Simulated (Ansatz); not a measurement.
CrCl (charge +1): shapes and states compared

Computed with Ansatz's Gaussian-basis code (development build). Basis cc-pwCVTZ-DK on Cr, cc-pVTZ-DK on Cl, scalar X2C without spin–orbit coupling, 10 orbitals frozen in the corrections; active space CAS(10,9). Restricted Hartree–Fock, then the lowest state-specific CASSCF solution met for each case. Coupled cluster stands on the determinant that it favours, not always the lowest RHF. On stretched bonds single-reference methods can fail or change state. Unlike active orbitals can shift such differences by tenths of an eV, at times by over 1 eV.

Case A, quintet: bond length 2.1940 Å.

Case B, septet: the shape of A.

Energy less that of case A, in eV:

```csv
case,RHF/ROHF,CASSCF,CCSD(T)
B,+1.854,+2.369,+2.005
```

Question: Give the SC-NEVPT2 energies against case A.

Answer: B: +1.670 eV (38.5 kcal/mol).

Question: Which case is lowest, and do the methods agree?

Answer: A is lowest in SC-NEVPT2. Of the methods shown, RHF/ROHF, CASSCF, CCSD(T) agree.
